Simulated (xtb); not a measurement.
Si(I)(SH) (HISSi), SMILES S[Si]I (connectivity only; charge and spin as stated), neutral, multiplicity 1. All values are semi-empirical tight-binding results from xtb (GFN2-xTB unless named), good for trends rather than for accurate numbers. Coordinates come from a GFN2-xTB optimisation. The values are those of a single conformer.

Optimised geometry:

Bonded distances (Å): Si1–I2 2.486, Si1–S3 2.174, S3–H4 1.328. Bond angles (°): I2–Si1–S3 98.8, Si1–S3–H4 95.3.

```
Property                                         Value
--------------------------------------  --------------
point group as xtb finds it                         Cs
orbital gap                                    2.39 eV
zero-point energy                         6.2 kcal/mol
G − E(el) at 298.15 K (modified RRHO)   -12.8 kcal/mol
static polarisability (D4 model)            85.7 bohr³
solvation energy, GFN2-xTB/ALPB(water)   -1.4 kcal/mol
solvation energy, GFN2-xTB/ALPB(thf)     -5.5 kcal/mol
```

Computed atomic charges and the Wiberg bond orders between heavy atoms:
charges (e) Si1 0.46, I2 -0.21, S3 -0.39, H4 0.14. Bond orders Si1–I2 1.35, Si1–S3 1.20.
